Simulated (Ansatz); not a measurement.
Relaxation of BrH₇O₃Si₂ (13 atoms, charge 0, multiplicity 1), to a largest force component of 0.03 eV/Å in at most 50 steps.

Level of theory: Ansatz 0.2.0, RHF/def2-SVP.

```xyz
13
Properties=species:S:1:pos:R:3:forces:R:3
Si -0.109 -0.227 0.225 -0.26 -0.39 -1.40
Si 0.002 -0.151 2.486 0.00 -0.27 1.42
H -0.902 -1.185 3.055 -0.01 -0.01 0.00
H 1.372 -0.412 2.991 -0.02 0.01 0.00
H -0.453 1.156 3.033 0.01 -0.02 -0.02
O 1.314 -0.370 -0.579 0.01 0.00 0.01
H 1.449 -1.159 -1.081 -0.02 -0.01 0.01
O -0.932 1.111 -0.246 -0.06 0.01 -0.01
H -0.880 1.410 -1.141 0.02 0.02 -0.03
O -0.907 -1.608 -0.224 -0.01 0.02 -0.06
H -1.818 -1.733 -0.017 -0.02 -0.01 0.02
Br 1.976 2.484 1.073 -1.01 0.13 1.46
H 0.972 2.316 2.158 1.37 0.50 -1.41
```

Problem. Where does it end, and by what steps?

Solution. It converged. The force dipped under the threshold on the way, but the program's further checks kept it going. After 46 steps the energy has fallen by 0.593 eV; Br12 moved furthest, 2.81 Å.

| step | energy less start (eV) | largest force component (eV/Å) | accepted |
| --- | --- | --- | --- |
| 0 | 0.0000 | 1.459 | yes |
| 2 | -0.3392 | 0.178 | yes |
| 4 | -0.3820 | 0.066 | yes |
| 6 | -0.4015 | 0.057 | yes |
| 8 | -0.4070 | 0.059 | yes |
| 10 | -0.4172 | 0.459 | yes |
| 12 | -0.4438 | 0.717 | yes |
| 14 | -0.4871 | 0.400 | yes |
| 16 | -0.4988 | 0.396 | no |
| 18 | -0.5210 | 0.108 | yes |
| 20 | -0.5323 | 0.224 | yes |
| 22 | -0.5542 | 0.033 | yes |
| 24 | -0.5370 | 1.150 | no |
| 26 | -0.5652 | 0.082 | yes |
| 28 | -0.5666 | 0.111 | yes |
| 30 | -0.5729 | 0.137 | yes |
| 32 | -0.5779 | 0.204 | yes |
| 34 | -0.5836 | 0.140 | yes |
| 36 | -0.5863 | 0.205 | yes |
| 38 | -0.5894 | 0.063 | yes |
| 40 | -0.5909 | 0.127 | yes |
| 42 | -0.5919 | 0.028 | yes |
| 44 | -0.5914 | 0.132 | no |
| 46 | -0.5925 | 0.026 | yes |

```xyz
13
Properties=species:S:1:pos:R:3
Si 0.135 -0.435 0.238
Si 0.352 -0.537 2.577
H -0.826 0.090 3.228
H 0.419 -1.959 2.998
H 1.582 0.161 3.017
O 1.343 -1.209 -0.557
H 1.142 -1.989 -1.051
O 0.184 1.169 -0.169
H 0.363 1.401 -1.070
O -1.246 -1.149 -0.309
H -2.098 -0.858 -0.025
Br -0.239 4.045 1.833
H -0.028 2.902 1.024
```

Whether the end is a true minimum wasn't checked by a vibrational analysis.

The run took 55 s on 4 threads of INTEL(R) XEON(R) PLATINUM 8581C CPU @ 2.30GHz (Emerald Rapids) (shared host), peak memory 0.42 GiB.
